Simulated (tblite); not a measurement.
A tight-binding relaxation on `c1cc([Si@H](Br)C2CC2)oc1`.

Computed with GFN2-xTB geometry optimisation, gas phase (tblite 0.8.0). Start geometry: from a force field or distance geometry. A driver script takes a list of jobs; this job's settings line and coordinates (Å) are shown.

Command:
```bash
OMP_NUM_THREADS=1 python probes_run.py task.json out
```

Input:
```
{"job": {"kind": "relax", "xc": "GFN2-xTB", "basis": "xTB"}, "charge": 0, "multiplicity": 1}
Br    -0.644600    -0.721300     3.006100
Si    -0.495500     0.290700     1.020800
C      1.298700     0.186500     0.470200
C      2.503500    -0.015900     1.104200
C      3.521400     0.014900     0.138500
C      2.884000     0.252100    -1.064800
O      1.551600     0.363100    -0.880200
C     -1.638900    -0.603200    -0.156600
C     -2.260600     0.154200    -1.299600
C     -3.121900    -0.289400    -0.139600
H     -0.907400     1.703300     1.191600
H      2.630800    -0.194300     2.176200
H      4.580700    -0.109800     0.286400
H      3.234100     0.365200    -2.084500
H     -1.357100    -1.626000    -0.344300
H     -2.080800     1.221700    -1.399000
H     -2.386100    -0.354500    -2.245200
H     -3.506400     0.471900     0.520300
H     -3.815300    -1.099900    -0.307800
```

Output:
```
step      E/eV     max force
  0    -801.60706    1.061
  1    -801.65388    0.474
  2    -801.66765    0.298
  3    -801.67658    0.190
  4    -801.67979    0.166
  5    -801.68307    0.132
  6    -801.68553    0.142
  7    -801.68729    0.104
  8    -801.68863    0.097
  9    -801.68975    0.092
... (23 lines left out)
 33    -801.69506    0.018
 34    -801.69511    0.018
 35    -801.69516    0.017
 36    -801.69521    0.015
 37    -801.69523    0.011
 38    -801.69526    0.014
 39    -801.69529    0.016
 40    -801.69531    0.012
 41    -801.69533    0.010
 42    -801.69535    0.009
```

«max force» is the largest atomic force in eV/Å.

Problem. From which step on does the largest force stay under 0.1 eV/Å, and how much energy is left to gain from there?

Solution. From step 8 (0.097 eV/Å), 6.7 meV above the end.

In short: energy lowered by 2.0 kcal/mol over 42 steps; largest atomic force 0.009 eV/Å at the end.

Problem. Give the final coordinates.

Solution. 0.047 Å rms from the input after alignment:
```
atom  x, y, z in Å
Br1   -0.5270   -0.6585    3.0045
Si2   -0.4834    0.3139    0.9971
C3     1.2889    0.1901    0.4352
C4     2.4639   -0.0355    1.1031
C5     3.4906    0.0124    0.1364
C6     2.8718    0.2666   -1.0504
O7     1.5497    0.3784   -0.8831
C8    -1.6385   -0.6015   -0.1600
C9    -2.2679    0.1468   -1.3034
C10   -3.1095   -0.2865   -0.1526
H11   -0.9188    1.6861    1.2460
H12    2.5700   -0.2202    2.1532
H13    4.5395   -0.1249    0.3005
H14    3.2530    0.3792   -2.0466
H15   -1.3867   -1.6377   -0.3631
H16   -2.0497    1.1995   -1.4099
H17   -2.3797   -0.3640   -2.2482
H18   -3.4734    0.4671    0.5307
H19   -3.8025   -1.1020   -0.2968
```

The run took 0.76 s on one thread of an Arm Neoverse N1, no GPU, shared host.
Labels such as C1 count atoms from 1, the log's own numbers from 0.
